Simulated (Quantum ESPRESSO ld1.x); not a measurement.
Values are calculated unless marked as measured or tabulated.
Orbital eigenvalues (eV) of neutral mercury, [Hg], at several levels of relativity; Dirac values are averaged over j with weights 2j + 1. Spin-unpolarised spherical Kohn-Sham, LDA (Slater exchange, VWN5 correlation), point nucleus, ld1.x of Quantum ESPRESSO 7.5. A level marked "c x" has the speed of light scaled by that factor.

[
 {"shell": "2p", "non-rel.": "-12078", "Dirac": "-12805", "Dirac, c x 0.75": "-13649", "Dirac, c x 2": "-12236", "change of magnitude, last against first (%)": "+1.31"},
 {"shell": "3s", "non-rel.": "-2955.1", "Dirac": "-3486.7", "Dirac, c x 0.75": "-4138.9", "Dirac, c x 2": "-3067.9", "change of magnitude, last against first (%)": "+3.82"},
 {"shell": "3p", "non-rel.": "-2730.1", "Dirac": "-2931.8", "Dirac, c x 0.75": "-3153.7", "Dirac, c x 2": "-2774.9", "change of magnitude, last against first (%)": "+1.64"},
 {"shell": "3d", "non-rel.": "-2308.8", "Dirac": "-2288.9", "Dirac, c x 0.75": "-2261.8", "Dirac, c x 2": "-2304.8", "change of magnitude, last against first (%)": "-0.17"},
 {"shell": "4s", "non-rel.": "-631.93", "Dirac": "-765.90", "Dirac, c x 0.75": "-934.52", "Dirac, c x 2": "-660.00", "change of magnitude, last against first (%)": "+4.44"},
 {"shell": "4p", "non-rel.": "-534.33", "Dirac": "-581.72", "Dirac, c x 0.75": "-635.78", "Dirac, c x 2": "-544.69", "change of magnitude, last against first (%)": "+1.94"},
 {"shell": "4d", "non-rel.": "-354.27", "Dirac": "-347.77", "Dirac, c x 0.75": "-340.22", "Dirac, c x 2": "-352.87", "change of magnitude, last against first (%)": "-0.40"},
 {"shell": "4f", "non-rel.": "-111.85", "Dirac": "-95.985", "Dirac, c x 0.75": "-82.496", "Dirac, c x 2": "-107.99", "change of magnitude, last against first (%)": "-3.44"},
 {"shell": "5s", "non-rel.": "-93.158", "Dirac": "-118.26", "Dirac, c x 0.75": "-151.45", "Dirac, c x 2": "-98.313", "change of magnitude, last against first (%)": "+5.53"},
 {"shell": "5p", "non-rel.": "-61.551", "Dirac": "-67.964", "Dirac, c x 0.75": "-76.209", "Dirac, c x 2": "-62.888", "change of magnitude, last against first (%)": "+2.17"},
 {"shell": "5d", "non-rel.": "-12.315", "Dirac": "-10.108", "Dirac, c x 0.75": "-8.2676", "Dirac, c x 2": "-11.779", "change of magnitude, last against first (%)": "-4.35"},
 {"shell": "6s", "non-rel.": "-5.5821", "Dirac": "-7.1390", "Dirac, c x 0.75": "-9.8877", "Dirac, c x 2": "-5.8661", "change of magnitude, last against first (%)": "+5.09"}
]
